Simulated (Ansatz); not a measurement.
Consider the formal hydrolysis of a C–Si bond: `O[SiH](O)C[SiH](F)F` + H₂O → `OC[SiH](F)F` + `O[SiH2]O`.

Gas-phase electronic energies from Ansatz, PBE0-D4/def2-TZVP geometries. CBS: MP2 limit from def2 TZ/QZ plus the TZ coupled-cluster correction, frozen cores. This one scheme is used for every species. DFT in def2-TZVPP. Each species was taken in one conformer, which may not be the lowest.

```tsv
level	ΔE (kJ/mol)
PBE0-D4	144.8
ωB97M-V	144.8
MP2/def2-TZVPP	152.3
SCS-MP2/def2-TZVPP	139.8
CCSD/def2-TZVPP	141.0
HF/def2-QZVPP	120.3
SCS-MP2/def2-QZVPP	142.8
CCSD/CBS(def2)	146.3
```

Question: What does CCSD(T)/CBS give? (Estimate.)

Answer: Computed: +149.0 kJ/mol. The listed levels differ from it by -4.2, -4.2, 3.3, -9.2, -8.0, -28.7, -6.2, -2.7 kJ/mol.

Largest T1 diagnostic among the species: 0.012.

From PBE to PBE0 (25 % exact exchange), in def2-TZVPP and without D4, ΔE moves by +6.2 kJ/mol. In def2-TZVPP, CCSD(T) changes the Hartree–Fock value by +23.4 kJ/mol (the triples alone add +2.8 kJ/mol) and MP2 by +31.9 kJ/mol. The D4 term adds +14.0 kJ/mol with B3LYP and +8.0 kJ/mol with PBE0; it sums over pairs of atoms, weighted by their polarisabilities, and B3LYP, whose exchange is more repulsive, gets the larger term.

B3LYP here is the variant with VWN-RPA as its local correlation; programs differ in this.
